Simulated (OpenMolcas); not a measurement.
## Fe2+: ligand-field states by method

Fe2+ with its 6 nearest fluoride ions at 2.151 Å, on the Ca site of CsCaF3 (a = 4.526 Å, distance in the model lattice 2.263 Å). The rest of the host is ab initio model potentials to 7.6 Å, with orthogonalisation functions on the cations behind the ligands, and point charges beyond; the distance is set by hand and nothing relaxes. Ligand basis ANO-RCC-VDZP.

| Property | Result |
| --- | --- |
| Program | OpenMolcas 26.06 |
| Basis | ANO-RCC-VDZP [5s4p2d1f] |
| Scalar Hamiltonian | DKH2, point nucleus |
| Active space | 6 electrons in 5 orbitals (3d) |
| State averaging | 2S+1 = 5 even, 5 roots; 2S+1 = 3 even, 45 roots; 2S+1 = 1 even, 50 roots |
| Spin-orbit coupling | state interaction with AMFI integrals over the reference wave functions |

I. CASSCF
II. SS-CASPT2, IPEA 0.25 Eh, imaginary shift 0.1 Eh (closed shells correlated: 3s 3p and the ligand valence shells)

Spin-free states (labels of O, the rotations of Oh) in cm-1, each column counted from its own energy of the first state listed:

| State | Degeneracy | I | II |
| --- | --- | --- | --- |
| 5T2 | 3 | 0 | 0 |
| 5E | 2 | 6374 | 7820 |
| 3T1 | 3 | 18378 | 16140 |
| 3T2 | 3 | 20956 | 18110 |
| 3T1 | 3 | 23063 | 21160 |
| 1A1 | 1 | 24151 | 21250 |
| 3E | 2 | 25465 | 23610 |
| 3T2 | 3 | 25896 | 22690 |
| 3T1 | 3 | 26334 | 22910 |
| 1T1 | 3 | 28379 | 25590 |
| 3A2 | 1 | 29590 | 26340 |
| 3T2 | 3 | 29726 | 26550 |
| 3T1 | 3 | 30056 | 28710 |
| 3E | 2 | 31205 | 29410 |
| 1T2 | 3 | 32372 | 29300 |
| 3A1 | 1 | 33625 | 31880 |
| 1E | 2 | 34449 | 31200 |
| 1A1 | 1 | 35375 | 31310 |
| 3T1 | 3 | 35495 | 35220 |
| 1T2 | 3 | 36817 | 33780 |

From I to II, I's first state of the same spin (5E) moves from 6374 to 7820 cm-1, by about +1400 cm-1.

From I to II, I's first state of another spin (3T1) moves from 18378 to 16140 cm-1, by about -2200 cm-1.

χT at 300 K: I 4.13, II 4.10 cm3 K/mol.

Roots that are degenerate in the reference are averaged as groups; the widest CASPT2 spread within a group is 190 cm-1 (the 2-fold group of multiplicity 1 near 31200 cm-1 above the lowest state of its run, II). Shifts and gaps below about the spread of the groups concerned are not significant. Over all roots computed the reference weight is 0.72 to 0.74 in II; a low but even weight reflects the number of correlated electrons. An orbital triplet at a regular site is open to Jahn-Teller coupling, which can distort the site and quench the lowest spin-orbit gaps and is left out. Ligand-to-metal charge-transfer states are missing. Without dynamic correlation the repulsion within the d shell is too large (B by tens of per cent), so at a given field states of lower spin stand too high (holds for I). With no ligand orbital active B as a rule stays too high, so bands that hang on it stand too high and its fall with covalency is understated (holds for I). With metal d orbitals alone and no dynamic correlation 10Dq can be off by a tenth to a fifth, either way, in oxide and fluoride hosts (holds for I). A single d shell leaves out the double-shell effect, which counts most for late 3d ions, where the CASPT2 field can be off either way by tens of per cent (holds for II). These CASPT2 states fit no ligand-field parameters well, so their order and spin gaps are uncertain (holds for II). For late 3d ions with one d shell CASPT2 can put B and the spin-flip bands somewhat low as well as high (holds for II). With one d shell and no ligand orbital active, 10Dq can be off by tens of per cent for divalent 3d ions, low with halides held by bare charges and at times high in hosts (holds for II). Free-ion shares, where given, are those of the reference states; single-state CASPT2 does not remix them (holds for II). No measured value stands beside these numbers; the geometry was set by hand and not optimised.
